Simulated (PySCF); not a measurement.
Run record for `CO[SiH](C)OC`: PBE0/pcSseg-0, IEF-PCM acetonitrile, start guess huckel, full TDDFT, 12 singlets.

Method: TDDFT PBE0/pcSseg-0, vertical, IEF-PCM acetonitrile (non-equilibrium linear response), core orbitals frozen in the response (PySCF 2.14.0, density-fitted response routines). Geometry: GFN2-xTB. The input is one job of a driver script: a line of settings, then coordinates in Å.

Command:
```bash
OMP_NUM_THREADS=1 python probes_run.py task.json out
```

Input:
```
{"job": {"kind": "uv", "xc": "PBE0", "basis": "pcSseg-0", "solvent": "acetonitrile", "nstates": 12, "ntriplets": 5, "tda": false, "scf": {"guess": "huckel"}}, "charge": 0, "multiplicity": 1}
C     -2.061403    -0.919137    -0.844306
O     -1.265131     0.200859    -0.585378
Si    -0.272804     0.436967     0.686601
C      0.463086     2.132174     0.283704
O      0.807752    -0.765269     0.907576
C      1.846632    -1.208741     0.081640
H     -2.341164    -0.899101    -1.898741
H     -2.965355    -0.888010    -0.231420
H     -1.525519    -1.845943    -0.626687
H     -0.925227     0.312150     1.983247
H      1.189036     2.412111     1.040180
H     -0.302118     2.899780     0.262387
H      0.964220     2.143362    -0.680518
H      2.242268    -2.131707     0.508855
H      2.645792    -0.464871     0.034743
H      1.492338    -1.405680    -0.933295
```

Output:
```
final grid: 121688 points
cycle   1  E = -556.1045645209  dE =  6.135e-02  |g| = 3.666e+00  |ddm| = 5.860e+00
cycle   2  E = -555.6002867700  dE =  5.043e-01  |g| = 3.816e+00  |ddm| = 5.915e+00
cycle   3  E = -558.8962161835  dE = -3.296e+00  |g| = 4.928e-01  |ddm| = 3.850e+00
cycle   4  E = -558.9277838518  dE = -3.157e-02  |g| = 2.729e-01  |ddm| = 8.001e-01
cycle   5  E = -558.9436061731  dE = -1.582e-02  |g| = 1.684e-02  |ddm| = 3.097e-01
cycle   6  E = -558.9436712429  dE = -6.507e-05  |g| = 5.320e-03  |ddm| = 2.819e-02
cycle   7  E = -558.9436779829  dE = -6.740e-06  |g| = 1.697e-03  |ddm| = 6.813e-03
cycle   8  E = -558.9436787037  dE = -7.207e-07  |g| = 2.034e-04  |ddm| = 2.194e-03
cycle   9  E = -558.9436787133  dE = -9.670e-09  |g| = 8.542e-05  |ddm| = 3.950e-04
cycle  10  E = -558.9436787145  dE = -1.135e-09  |g| = 2.934e-05  |ddm| = 1.087e-04
cycle  11  E = -558.9436787146  dE = -1.669e-10  |g| = 3.266e-06  |ddm| = 3.500e-05
converged SCF energy = -558.9436787146

Static polarisability (au): isotropic 64.636, principal 61.741 65.410 66.756

Singlet excitations
state   eV       nm        f      main configurations
  1   8.4851    146.1   0.00268   H->L 0.54, H-1->L 0.21, H-2->L 0.13
  2   8.5317    145.3   0.00140   H-2->L 0.65, H->L+1 0.13, H->L 0.10
  3   8.5712    144.7   0.00537   H-1->L 0.64, H->L 0.22
  4   8.8563    140.0   0.00211   H-1->L+1 0.58, H->L+1 0.19, H-1->L+2 0.12
  5   8.9642    138.3   0.04785   H->L+1 0.49, H-1->L+1 0.17, H->L+2 0.12
  6   9.1318    135.8   0.07383   H->L+2 0.37, H-2->L+1 0.30, H-1->L 0.08
  7   9.2324    134.3   0.03990   H->L+2 0.40, H-2->L+1 0.24, H-1->L+2 0.11
  8   9.3275    132.9   0.00921   H-2->L+2 0.81
  9   9.3721    132.3   0.11812   H-1->L+2 0.60, H-2->L+1 0.16, H-1->L+1 0.15
 10   9.6571    128.4   0.01412   H-3->L 0.85
 11   9.9747    124.3   0.01647   H-3->L+1 0.55, H-3->L+2 0.19, H-1->L+3 0.08
 12  10.0874    122.9   0.03501   H->L+3 0.37, H-2->L+3 0.16, H->L+4 0.15

Triplet excitations (Tamm-Dancoff, eV): 8.0594 8.1220 8.2169 8.5186 8.5292
```

H and L stand for HOMO and LUMO; the number after each pair is its weight.

Q: Give the mean polarisability as a volume in Å³, and the ratio of the largest to the smallest principal value.

A: 64.636 au × 0.148185 = 9.58 Å³; 66.756/61.741 = 1.08.

Q: How does the lowest singlet excitation compare with the HOMO–LUMO gap?

A: HOMO -7.98 eV and LUMO 1.99 eV give a gap of 9.97 eV; S1 at 8.49 eV lies 1.48 eV below it.

In short: SCF converged in 11 cycles with 78 basis and 728 fitting functions; HOMO -7.98 eV, LUMO 1.99 eV; lowest singlet 8.49 eV; lowest triplet 8.06 eV (Tamm–Dancoff); mean polarisability 64.6 au.

The species at its GFN2-xTB geometry (one conformer only).

Q: How long does this job take on an Arm Neoverse V1 with one thread, shared host with 32 logical CPUs at a one-minute load of 12? And the peak memory of the process?

A: About 12 s, with 0.66 GiB resident at the peak, the Python interpreter and its libraries included.

Shape of the structure used: `[CH3:1][O:2][SiH:3]([CH3:4])[O:5][CH3:6]`: C1–O2–Si3–C4 178°, O2–Si3–O5–C6 63°.
